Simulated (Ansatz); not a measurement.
Compare A (`C=C=C[SeH]`) with its isomer B (`C#CC[SeH]`).

Gas-phase electronic energies from Ansatz, PBE0-D4/def2-TZVP geometries. CCSD(T)/CBS is the MP2 limit (def2-TZVPP, def2-QZVPP) plus CCSD(T) − MP2 in def2-TZVPP, frozen cores. DFT in def2-TZVPP. For Se outer-core shells are correlated without core-valence functions, which leaves a few kJ/mol of doubt a bond. Scalar relativity is left out up to krypton. Each species was taken in one conformer, which may not be the lowest.

(1) Which isomer does CCSD(T)/CBS put lower? Give the gap. (Estimate.)

(2) Give E(B) − E(A) in kcal/mol with LDA (SPW92), HF/def2-TZVPP, PBE-D4, CCSD(T)/def2-SVP, ωB97M-V, CCSD(T)/def2-TZVPP, B2PLYP. (Best estimate.)

(3) Does the order hold for the free energy at 298.15 K (harmonic terms from PBE0-D4)? (An estimate is asked.)

Largest T1 diagnostic: 0.011.

Answers

(1) Ansatz gave: A, by 1.3 kcal/mol.

(2) Ansatz gave: LDA (SPW92) 7.5, HF/def2-TZVPP 1.0, PBE-D4 6.9, CCSD(T)/def2-SVP 2.5, ωB97M-V 3.1, CCSD(T)/def2-TZVPP 1.8, B2PLYP 2.6. None reverses the order clearly.

(3) The calculation gave: Yes: G(B) − G(A) = +1.6 kcal/mol, for one conformer each.

From r2SCAN to r2SCAN0 (25 % exact exchange), in def2-TZVPP and without D4, E(B) − E(A) moves by −1.3 kcal/mol. Leaving LDA and LC-ωPBE aside and taking each functional with its dispersion term where it has one, the values, not all of them listed here, spread over 5.0 kcal/mol, from PBE-QIDH to PBE-D4.
